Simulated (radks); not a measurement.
The argon ion Ar3+, configuration [Ne] 3s2 3p3. Calculated with a radial shooting solver on a logarithmic mesh with Libxc functionals: scalar-relativistic Kohn-Sham, SOGGA, spin-polarised, spherical densities, point nucleus; open shells are filled with parallel spins first.

Normalised radial functions P(r) = r R(r), r in bohr:

```
   r/bohr * 3p down (the largest magnitude, 0.907, reaches the edge; | marks zero)
 0.008106                             *
  0.01022                             *
    0.013                             *
  0.01639                             *
  0.02083                             |*
  0.02628                             |*
   0.0334                             | *
  0.04246                             | *
  0.05355                             |  *
  0.06808                             |    *
  0.08585                             |      *
   0.1091                             |        *
   0.1376                             |          *
    0.175                             |            *
   0.2207                             |             *
   0.2805                             |            *
   0.3538                             |        *
   0.4497                             | *
   0.5672                       *     |
    0.721             *               |
   0.9093      *                      |
    1.156  *                          |
    1.458    *                        |
    1.853          *                  |
    2.337                 *           |
    2.971                        *    |
    3.747                           * |
    4.763                             *
```

3p down (empty): eigenvalue -46.872 eV, 1 radial node at r = 0.482 bohr, <r> = 1.41 bohr, 90 % of the charge inside 2.15 bohr.
